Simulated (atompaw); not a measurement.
## Sc (Z = 21): one change to a PAW (atompaw) potential, before and after

atompaw 4.2.0.5 input, output lines left out:

```
Sc 21
GGA-PBESOL scalarrelativistic loggrid 1500 logderivrange -6 5 276
4 4 3 0 0 0
4 0 1
4 1 0
3 2 2
0 0 0
c
c
v
v
c
v
v
v
2
2.60 2.50 2.15 2.45
n
n
y
0.45
n
custom polynom vanderbiltortho gaussian
bessel
1.50
2.15
1.75
1.90
2.60
2.60
```

Change: reference 3s2 3p6 3d1 4s1.5 4p0.

Cutoffs: the cutoffs (Ry, on a coarse ladder) from which the occupation-weighted sum of valence levels, in a spherical-Bessel basis at the reference potential, stays within 10 and 1 mRy of its value at 400 Ry; they do not see the model core or the augmentation charge, which bear on the density cutoff.

**Question.** What does the change do?

**Answer.** The potential gets neither clearly harder nor softer (25 Ry and 45 Ry → 25 Ry and 45 Ry); the p channel sets the loose cutoff, while the largest relative change is in d, which becomes harder; neither file shows a bound ghost.

| quantity | base | changed |
| --- | --- | --- |
| cutoff, loose | 25 Ry | 25 Ry |
| cutoff, tight | 45 Ry | 45 Ry |
| loose cutoff by channel (10 mRy a level) | s 15 Ry, p 21 Ry, d 10 Ry | s 15 Ry, p 21 Ry, d 12 Ry |
| bound ghosts | none | none |
| s: phases at 2.62 bohr within 0.05 rad from the reference energy up to (Ry; the scan ends near 5) | to the end of the scan | to the end of the scan |
| p: phases at 2.62 bohr within 0.05 rad from the reference energy up to (Ry; the scan ends near 5) | to the end of the scan | to the end of the scan |
| d: phases at 2.62 bohr within 0.05 rad from the reference energy up to (Ry; the scan ends near 5) | 1.9 | 1.6 |
| lowest overlap eigenvalue by channel | s 0.63, p 0.67, d 0.95 | s 0.63, p 0.64, d 0.94 |

 The cutoffs see the waves, projectors and local potential, not the compensation charge or the core.
